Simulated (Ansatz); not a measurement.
**Relative stability**

The two ends of one reaction step of GaH$_{2}$F, closed shell (PBE0-D4/def2-TZVP).

A:

```xyz
4
angstrom
Ga -0.1044 0.0694 -0.0072
F 1.3582 -0.9024 0.0935
H -0.7576 0.0777 -1.4190
H -0.4962 0.7553 1.3327
```

B:

| atom | x (Å) | y (Å) | z (Å) |
| --- | --- | --- | --- |
| Ga1 | -0.4279 | 0.5293 | 0.7570 |
| F2 | 0.9723 | -1.2024 | -1.7186 |
| H3 | 0.5784 | -0.7147 | -1.0207 |
| H4 | -1.1229 | 1.3879 | 1.9823 |

Ansatz 0.2.0; basis: def2-TZVPP; cores frozen in the correlated methods. Filled d shells of the heavier atoms are correlated. The def2 sets are not built for correlating such inner shells, so the correlated values are less sure here. B3LYP uses VWN-RPA correlation.

Which structure is lower at CCSD(T), and by how much? (An estimate is asked for; the value comes from the calculation.)

Computed: A, by 36.70 kcal/mol (electronic energy, against the other). By their contacts, A is GaH₂F ([F][GaH2]) and B is a complex of GaH + HF.

All methods give the same order:

| method | E(B) − E(A) (kcal/mol) |
| --- | --- |
| SPW92 | 36.46 |
| PBE-D4 | 31.97 |
| BLYP-D4 | 29.58 |
| r2SCAN-D4 | 39.37 |
| B97M-V | 38.64 |
| PBE0-D4 | 33.99 |
| B3LYP-D4 | 31.63 |
| r2SCAN0-D4 | 38.61 |
| BHLYP-D4 | 34.58 |
| CAM-B3LYP-D4 | 35.58 |
| wB97X-V | 38.38 |
| wB97M-V | 34.48 |
| B2PLYP | 35.17 |
| PBE-QIDH | 38.58 |
| RPA on PBE | 34.82 |
| HF | 36.71 |
| MP2 | 39.61 |
| CCSD | 36.39 |
| CCSD(T) | 36.70 |

The T1 diagnostic stays at or below 0.015.

Labels in which every atom is bracketed show which atoms are joined, not bond orders.

For scale, one of the runs: CCSD(T)/def2-TZVPP, 107 basis functions, launched by `ansatz run in.yaml --threads 2 --pin off --events-out ev --progress --plain --max-ram 4352MiB`. Hardware: 2 CPU threads of an Arm Neoverse V2, shared host. Wall time about 4.2 s.
